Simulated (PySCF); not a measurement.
The same groups moved round the core (trisilane fluoro+mercapto). All species are isolated molecules in the gas phase. One relaxed conformer stands for each flexible species; it need not be the lowest. Strings in code marks are SMILES.

Method: PySCF with PBE-D3(BJ)/def2-TZVP. Excitations are Tamm–Dancoff values on a coarser integration grid. The basis has no diffuse functions, so Rydberg states are missing or too high.

| species | HOMO (eV) | HOMO–LUMO gap (eV) | T1 excitation (TDA) (eV) | S1 excitation (TDA) (eV) |
|---|---|---|---|---|
| `F[SiH2][SiH2][SiH2]S` | -6.43 | 4.54 | 4.44 | 4.62 |
| `F[Si@@H](S)[SiH2][SiH3]` (Si–Si–S–H torsion 162°, S–Si–Si–Si torsion 48°) | [?] | [?] | 4.97 | 5.27 |
| `F[Si@@H]([SiH3])[SiH2]S` (Si–Si–Si–S torsion -44°, Si–Si–S–H torsion -173°) | [?] | 4.26 | [?] | 4.34 |
| `F[Si]([SiH3])([SiH3])S` (Si–Si–S–H torsion 66°) | -6.08 | 4.09 | 3.88 | 4.25 |

**Question.** Complete the blanks.

**Answer.** 
- `F[Si@@H](S)[SiH2][SiH3]` (Si–Si–S–H torsion 162°, S–Si–Si–Si torsion 48°), HOMO (eV): -6.72
- `F[Si@@H](S)[SiH2][SiH3]` (Si–Si–S–H torsion 162°, S–Si–Si–Si torsion 48°), HOMO–LUMO gap (eV): 5.14
- `F[Si@@H]([SiH3])[SiH2]S` (Si–Si–Si–S torsion -44°, Si–Si–S–H torsion -173°), HOMO (eV): -6.41
- `F[Si@@H]([SiH3])[SiH2]S` (Si–Si–Si–S torsion -44°, Si–Si–S–H torsion -173°), T1 excitation (TDA) (eV): 4.14
